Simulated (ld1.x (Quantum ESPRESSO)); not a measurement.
# Before and after: RRKJ potential for Al

Al, norm-conserving RRKJ (Kleinman–Bylander form), made with ld1.x (Quantum ESPRESSO) 7.5 (PBE, scalar-relativistic). Core [Ne], reference 3s2 3p1. Waves: 3s (bound): rc 1.80 bohr; 3p (bound): rc 2.40 bohr. Local part: the p channel. Core correction: a·sin(br)/r model core, default radius (core density twice the valence density). rho0 = 0.02.

Change: all radii but the core radius scaled by about 1.20 (s 2.16, p 2.88 bohr).

Cutoffs: the cutoffs (Ry, on a coarse ladder) from which the occupation-weighted sum of valence levels, in a spherical-Bessel basis at the reference potential, stays within 10 and 1 mRy of its value at 400 Ry; they do not see the model core or the augmentation charge, which bear on the density cutoff. Errors are all-electron minus pseudo energies relative to the spin-unpolarised reference configuration.

Question: What does the change do?

Answer: The potential gets softer (30 Ry and 45 Ry → 25 Ry and 35 Ry); of the 7 tests that both files solve, the error grows in 0 and shrinks in 1 by more than 15 % and 0.3 meV (median size 0.5 → 0.5 meV); neither file shows a bound ghost. A larger radius leaves more room for a smooth pseudo-wave, so fewer plane waves are needed.

```tsv
quantity	base	changed
cutoff, loose	30 Ry	25 Ry
cutoff, tight	45 Ry	35 Ry
loose cutoff by channel (10 mRy a level)	s 25 Ry, p 6 Ry	s 21 Ry, p 6 Ry
bound ghosts	none	none
error for 3s2 3p0, meV [ΔE 5.76 eV]	+0.5	+0.3
error for 3s1 3p0, meV [ΔE 24.99 eV]	+17	+14
error for 3s2 3p0.5, meV [ΔE 2.09 eV]	0.0	0.0
error for 3s1 3p2, meV [ΔE 5.14 eV]	-0.4	-0.5
error for 3s0 3p3, meV [ΔE 10.45 eV]	-1.1	-1.4
error for 3s1 3p1, meV [ΔE 11.57 eV]	+3.8	+4.0
error for 3s2 3p1.3, meV [ΔE -0.57 eV]	0.0	0.0
```
